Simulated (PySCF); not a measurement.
1,3,5-norcaratriene, C7H6.
Numbering: `[cH:1]1[cH:2][cH:3][c:4]2[c:5]([cH:6]1)[CH2:7]2` (hydrogens: H8 on C1; H9 on C2; H10 on C3; H11 on C6; H12, H13 on C7)

Structure used (PBE0-D3(BJ)/def2-SVP), in Å, numbered top down from 1:
```xyz
13
C7H6 angstrom
C     -1.5954    0.5967   -0.0845
C     -1.5099   -0.7823    0.1504
C     -0.2747   -1.4551    0.2457
C      0.8133   -0.6243    0.0853
C      0.7306    0.7056   -0.1415
C     -0.4520    1.4061   -0.2424
C      2.1007    0.1174   -0.0633
H     -2.5857    1.0556   -0.1471
H     -2.4365   -1.3514    0.2628
H     -0.2248   -2.5313    0.4292
H     -0.5351    2.4803   -0.4252
H      2.6935   -0.0026   -0.9827
H      2.7233    0.3074    0.8241
```

Theory: core-valence-separated Tamm–Dancoff BHandHLYP/aug-pcX-1 (pcseg-1 on H) in PySCF, non-relativistic, gas phase, PBE0-D3(BJ)/def2-SVP geometry. BHandHLYP without relativity tends to put these K edges a few eV too low, so spacings mean more than positions.

The lowest roots of each edge with f over 0.003 (five at most, numbered afresh; weaker and dark ones are left out), with transition dipoles (au) in the frame of the coordinates:

| root | edge | E (eV) | μx | μy | μz |
| --- | --- | --- | --- | --- | --- |
| 1 | C | 283.13 | -0.0019 | -0.0197 | -0.1149 |
| 2 | C | 283.16 | -0.0021 | -0.0214 | -0.1248 |
| 3 | C | 283.29 | 0.0007 | 0.0076 | 0.0441 |
| 4 | C | 283.29 | -0.0024 | -0.0246 | -0.1434 |
| 5 | C | 285.94 | -0.0019 | 0.0307 | -0.0052 |

Question: What are the oscillator strengths?

Answer: f = (2/3) ΔE |μ|², with ΔE in hartree (27.2114 eV):

```csv
root,ΔE (Eh),|μ|² (au),f,core hole on
1,10.4047,0.013594,0.094,C1/C2
2,10.4060,0.016037,0.111,C4/C5
3,10.4105,0.002003,0.014,C3/C6
4,10.4106,0.021174,0.147,C3/C6
5,10.5082,0.000973,0.007,C1/C2
```

Question: Molecules are fixed in this frame and the field points along (1, 0, −1)/√2. What effective strengths 3 f cos²θ do the roots have (θ between field and μ)?

Answer: root 1 (C1/C2): 0.133, root 2 (C4/C5): 0.157, root 3 (C3/C6): 0.020, root 4 (C3/C6): 0.207, root 5 (C1/C2): 0.000. Root 4 is the strongest. Averaged over all orientations cos²θ is 1/3, which gives f back. For degenerate partners only the sum has meaning, as the program may mix them freely.

